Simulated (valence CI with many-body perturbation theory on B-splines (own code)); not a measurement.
**A CI+MBPT run for Hg LX**

Computed by relativistic CI+MBPT: three valence electrons over a frozen Dirac-Fock core [Ar], radial functions for each j: 5 s, 5 p, 4 d, 4 f, with the one-electron correlation potential Σ1 (screened to all orders), the two-electron term Σ2, the three-electron term Σ3, Breit, model QED; selected single and double excitations, second order for the rest, scaled by the run's own slope (own B-spline code, finite nucleus).

Command, and the settings that its task file holds:

```sh
python run_cv.py task.json out
```

```
atom Hg  Z=80  mass_number=202  rms_radius_fm=5.4648
core [Ar]
valence 3d3
avg = 1
basis = S
breit = 1
cap = 20000
capref = 1200
cscale = 1
de = 0.0
dress = 0
eps = 2e-08
extrap = 1
h = 0.27
hh = 1
l2 = 3
lcore = 6
maxit = 60
n2 = 5
natural = 1
nlev = 30
nno = [2, 2, 2, 2, 0]
nroot = 26
nsp = [3, 3, 2, 2, 0]
pt2 = 1
qed = 1
rpa = 1
s1 = 1
s2 = 1
s3 = 1
screen = 1
tol = 2e-05
whole = 1
```

It took 15 s on 1 thread of Arm Neoverse V1, on a shared host.

Log. The first blocks belong to the next ion, which gives the ionisation energy. Fields: 2J, parity (1 odd), roots, reference size, generating configurations, candidates as configurations/state functions, variational space P, stored matrix elements, Davidson steps; e2 is the range of second-order energies in hartree. The first line gives the box (bohr), its intervals, the orbitals and the steps of their self-consistent field. Window is the range of levels sought, series limit the energy at which the first omitted orbital would enter, core excitation an estimate of the first excitation out of the core, left out the lowest levels not solved, and shifts from estimates the range by which levels moved from their first estimate, all in cm⁻¹.

```
rmax 1.9 intervals 55 orbitals 31 references ['3d3', '3d2 4s', '3d2 4p'] scf 2 t 0.8
2J=4 par=0 roots 2 ref 42 generators 2 cand 170/170 P 206/206 nnz 0 it 0
2J=4 par=0 roots 2 ref 42 generators 3 cand 6/6 P 211/211 nnz 0 it 0
   second order: generators 3 cand 1/1 e2 -0.00000 -0.00000
2J=0 par=0 roots 2 ref 17 generators 2 cand 68/68 P 85/85 nnz 0 it 0
   second order: generators 2 cand 0/0 e2 -0.00000 -0.00000
reference levels 456, estimated 19, window 2078458 1/cm; series limit 33053734, core excitation 2598072
2J=3 par=0 roots 5 ref 32 generators 4 cand 72/122 P 467/1148 nnz 0 it 0
2J=3 par=0 roots 5 ref 32 generators 4 cand 34/43 P 480/1169 nnz 0 it 0
   second order: generators 5 cand 248/585 e2 -0.00000 -0.00000
2J=5 par=0 roots 5 ref 34 generators 3 cand 79/152 P 461/1301 nnz 0 it 3
2J=5 par=0 roots 5 ref 34 generators 3 cand 39/58 P 480/1337 nnz 0 it 3
   second order: generators 4 cand 246/585 e2 -0.00000 -0.00000
2J=9 par=0 roots 3 ref 18 generators 3 cand 74/102 P 353/862 nnz 0 it 0
2J=9 par=0 roots 3 ref 18 generators 3 cand 41/43 P 360/870 nnz 0 it 0
   second order: generators 3 cand 34/35 e2 -0.00000 -0.00000
2J=7 par=0 roots 3 ref 25 generators 2 cand 87/165 P 421/1139 nnz 0 it 0
2J=7 par=0 roots 3 ref 25 generators 2 cand 43/71 P 441/1184 nnz 0 it 0
   second order: generators 2 cand 23/26 e2 -0.00000 -0.00000
2J=1 par=0 roots 2 ref 19 generators 2 cand 70/94 P 408/649 nnz 0 it 0
2J=1 par=0 roots 2 ref 19 generators 2 cand 41/47 P 424/670 nnz 0 it 0
   second order: generators 2 cand 25/26 e2 -0.00000 -0.00000
2J=11 par=0 roots 1 ref 6 generators 1 cand 65/73 P 232/495 nnz 0 it 0
2J=11 par=0 roots 1 ref 6 generators 1 cand 51/57 P 247/516 nnz 0 it 0
   second order: generators 1 cand 36/36 e2 -0.00000 -0.00000
left out: unestimated 19656975, estimated none, shifts from estimates -0 to 0
operators 1.0
```

The Davidson iterations converged.

The last digits are not significant, and no measured levels were compared; by estimate large intervals hold to a few tenths of a per cent, small ones and those within an open d or f shell to about a per cent. The list stops below the first excitations out of the core. Only levels of the ground parity were solved; by the run's estimate the other parity begins above the list, which can be wrong where configurations are misplaced.

```
Valence energy                            : -700.3947 hartree
Ionisation energy                         : 6192.5 eV (NIST: 6192 ± 7 eV (theoretical))
Reference configurations for the orbitals : 3d3, 3d2 4s, 3d2 4p
Radial orbitals                           : 31
Box radius                                : 1.91 bohr
Largest variational space                 : 1337
Lowest levels                             : (3d3/2^3) J=3/2 0.00, (3d3/2^2 3d5/2) J=5/2 [a] 97.65, (3d3/2^2 3d5/2) J=3/2 104.46, (3d3/2^2 3d5/2) J=9/2 108.30, (3d3/2^2 3d5/2) J=7/2 108.91, (3d3/2^2 3d5/2) J=1/2 110.49, (3d3/2^2 3d5/2) J=5/2 [b] 137.30, (3d3/2 3d5/2^2) J=7/2 [a] 204.70, (3d3/2 3d5/2^2) J=9/2 209.92, (3d3/2 3d5/2^2) J=3/2 [a] 215.93, (3d3/2 3d5/2^2) J=1/2 219.25, (3d3/2 3d5/2^2) J=11/2 220.19, (3d3/2 3d5/2^2) J=5/2 [a] 220.41, (3d3/2 3d5/2^2) J=7/2 [b] 230.81 eV
```

Levels are named by their leading jj configuration (3d3/2^4 stands for four electrons in 3d with j = 3/2), which in mixed levels can hold well under half, so a name can repeat and another be missing. Letters in brackets count levels of one name in rising energy.
